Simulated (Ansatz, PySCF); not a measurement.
Gas-phase reaction in SMILES: CB(C)O -> CB(C)[O-] + H+
Geometries: B3LYP-D3(BJ)/def2-TZVP minima from Ansatz (an electronic-structure program), one conformer each, not searched for the lowest. Frequencies are from Ansatz or PySCF.

Wanted: gas-phase deprotonation energy (enthalpy at 298 K, with B3LYP-D3(BJ) rigid-rotor harmonic-oscillator terms), in eV. Cores are frozen in the correlated levels unless marked. Spin-orbit coupling is left out. Non-relativistic. Anions need diffuse functions: aug- sets have them; def2-D sets add few; the other sets have none. CBS marks a two-point X^-3 extrapolation of the correlation energy; Hartree-Fock from the larger set. [CCSD(T)-MP2]/basis is that difference in the basis named.

```
level                     program  gas-phase deprotonation energy (eV)
-----------------  --------------  -----------------------------------
PBE-D4/def2-TZVPD  Ansatz + dftd4                                15.55
r2SCAN/def2-TZVPD          Ansatz                                15.75
```

Task: What does RI-MP2/CBS(aug-cc-pVTZ,aug-cc-pVQZ)+[CCSD(T)-MP2]/aug-cc-pVTZ (Ansatz) give?

Result: 15.74 eV
